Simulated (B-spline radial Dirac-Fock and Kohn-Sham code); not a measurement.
**Muonic isotope shifts in oxygen**

The computed values come from a radial B-spline solver: the Dirac equation of a negative muon with reduced mass in the field of a spherical finite nucleus, with the Uehling potential to all orders; nuclear polarisation, deformation, hyperfine structure, self-energy, higher-order vacuum polarisation, relativistic recoil and electron screening are left out. Nuclear charge: Fermi distribution (skin thickness 2.3 fm); radii from Angeli and Marinova (2013). Reference ¹⁷O, radius 2.6932 fm: 2p3/2 → 1s1/2 133.6 keV, 3d5/2 → 2p3/2 24.90 keV.

| A | radius (fm) | δ⟨r²⟩ (fm²) | shift 2p3/2 → 1s (keV) | shift 3d5/2 → 2p3/2 (keV) |
| --- | --- | --- | --- | --- |
| 16 | 2.6991 | +0.032 | -0.06 | -0.01 |
| 18 | 2.7726 | +0.434 | -0.03 | +0.01 |
